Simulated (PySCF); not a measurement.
**Property card for `F[C@H]1C[SiH2]CCO1`**

Compound: C4H9FOSi.
SMILES with atom numbers: `[F:1][C@H:2]1[CH2:3][SiH2:4][CH2:5][CH2:6][O:7]1` (hydrogens: H8 on C2; H9, H10 on C3; H11, H12 on Si4; H13, H14 on C5; H15, H16 on C6)

Structural features include: ether, C–F bond, Si–H bond and C–Si bond.

From GFN2-xTB geometry:

- Point group of the GFN2-xTB geometry: C1
- Rotational constants A, B, C of the GFN2-xTB geometry: 2.935, 2.176, 1.585 GHz

B3LYP/def2-SVPD ground state and vertical TDDFT (core frozen in the response) (PySCF):

- Dipole moment: 1.67 D
- HOMO energy: -7.72 eV
- LUMO energy: 0.20 eV
- HOMO–LUMO gap: 7.92 eV
- Lowest singlet excitation: 7.02 eV (177 nm, f = 0.003)
- Strongest line among the 8 lowest singlet transitions: S6 at 7.97 eV (156 nm, f = 0.049)
- Lowest triplet excitation (Tamm–Dancoff): 6.91 eV
- Static isotropic polarisability: 76.3 au
- Electronic spatial extent ⟨r²⟩ about the centre of nuclear charge: 851 bohr²

Monoisotopic mass (most abundant isotopes): 120.0407 u.

The dipole matches unit charges of opposite sign 0.35 Å apart (1 e·Å = 4.8032 D). The vertical singlet–triplet gap S1 − T1 is 0.11 eV (TDDFT singlet less Tamm–Dancoff triplet; S1: HOMO→LUMO, weight 0.98; T1: HOMO→LUMO, weight 0.96). The rotational constants make it an asymmetric top with κ = (2B − A − C)/(A − C) = -0.13, nearer the prolate limit (−1).

Isolated species at its GFN2-xTB geometry (one conformer only).

For the TDDFT job (B3LYP/def2-SVPD), the run took 79 s of wall time on one thread, Arm Neoverse N1 (aarch64), no GPU, shared host with 64 logical CPUs at a one-minute load of 62, and the process peaked at 0.84 GiB of memory.
